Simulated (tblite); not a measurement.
Species: C5H5NO2Si.
Cartesian coordinates in Å at the GFN2-xTB level; atoms count from 1:
```
atom  x, y, z in Å
N1     2.5952    1.3648   -0.0980
C2     1.8363    0.5437   -0.3351
C3     0.8575   -0.4766   -0.6209
C4     0.3279   -1.0862    0.6808
C5    -0.7012   -0.1634    1.3196
O6    -0.9710   -0.2038    2.4921
Si7   -1.4839    0.9843   -0.0260
C8    -0.2954    0.2450   -1.3522
O9    -0.3644    0.2965   -2.5490
H10    1.3185   -1.2221   -1.2777
H11    1.1308   -1.3070    1.3873
H12   -0.1907   -2.0245    0.4612
H13   -1.1845    2.3910    0.1979
H14   -2.8758    0.6576   -0.3021
```

Level: GFN2-xTB in tblite, geometry and Hessian alike; calculated harmonic values, unscaled, isolated species. Against measured fundamentals such values can be off by several per cent, at times by over 20. Modes of hydrogen on silicon can be 10 to 20 % off. One conformer, not necessarily the lowest.

Harmonic wavenumbers (cm⁻¹): 40.5, 58.0, 114.9, 197.5, 298.8, 321.3, 355.1, 386.4, 394.8, 413.0, 483.8, 527.3, 576.8, 597.5, 621.9, 644.8, 688.8, 724.6, 822.5, 942.3, 976.9, 1027.8, 1078.4, 1116.5, 1166.0, 1231.4, 1268.5, 1425.6, 1755.2, 1774.0, 2333.9, 2343.6, 2397.5, 2937.9, 2954.7, 2986.6.

A = 1777, B = 1344, C = 987.4 MHz; mass 139.009 u (most abundant isotopes); point group C1, symmetry number 1.

Problem. What is the zero-point energy?

Solution. Half the sum of the wavenumbers: 18993 cm⁻¹ = 227.20 kJ/mol.

Problem. Entropy at 298.15 K, 1 bar (ideal gas, RRHO, classical rotation)?

Solution. Translation 170.40, rotation 122.59, vibration 109.92: S = 402.9 J/(mol K).

Problem. And Cp and H(298.15 K) − H(0)?

Solution. Cp = 151.67 J/(mol K), of which vibrations give 118.41 (their classical limit is 36 R = 299.3); H(298.15 K) − H(0) = 27.32 kJ/mol without the zero-point energy, 17.41 from vibrations.

Problem. How do the functions run with temperature in this model?

Solution. 
```csv
T (K),S (J/(mol K)),Cp (J/(mol K)),H − H(0) (kJ/mol),G − H(0) (kJ/mol),ln q(vib)
150,320.9,91.2,9.12,-39.01,2.79
250,377.8,134.0,20.44,-74.00,5.07
400,452.0,182.8,44.42,-136.39,8.59
600,534.8,225.1,85.54,-235.34,13.14
900,634.0,263.2,159.33,-411.28,19.30
```

q(vib) and H(0) count from the zero-point level.

Problem. Which modes carry the vibrational entropy at 298.15 K?

Solution. 40.5 cm⁻¹: 21.90; 58.0 cm⁻¹: 18.93; 114.9 cm⁻¹: 13.32; 197.5 cm⁻¹: 9.02; 298.8 cm⁻¹: 5.96; 321.3 cm⁻¹: 5.45 J/(mol K); the other 30 give 35.33 together.

Problem. What must be added to the electronic energy to get the Gibbs energy at 298.15 K and 1 bar?

Solution. ZPE + [H(298.15 K) − H(0)] − T·S = 227.20 + 27.32 − 120.13 = 134.39 kJ/mol.

Problem. Blend soft modes into free rotors: weight 1/[1 + (100 cm⁻¹/ν̃)⁴] for the oscillator and the rest for a rotor with moment μB/(μ + B), μ = h/(8π²ν), B = 10⁻⁴⁴ kg m². What vibrational entropy results?

Solution. 99.02 J/(mol K) in place of 109.92, which changes −T·S at 298.15 K by +3.25 kJ/mol.

Hindered rotation and anharmonicity are outside this model. Other conformers, if any are populated, would add a mixing term that is left out. The structure is chiral; the term R ln 2 for an equal mix with its mirror image is left out.

The run took 1.6 s on one thread of an Intel Xeon at 2.50 GHz, shared host with 64 logical CPUs at a one-minute load of 63. The figure is for the frequency step alone.
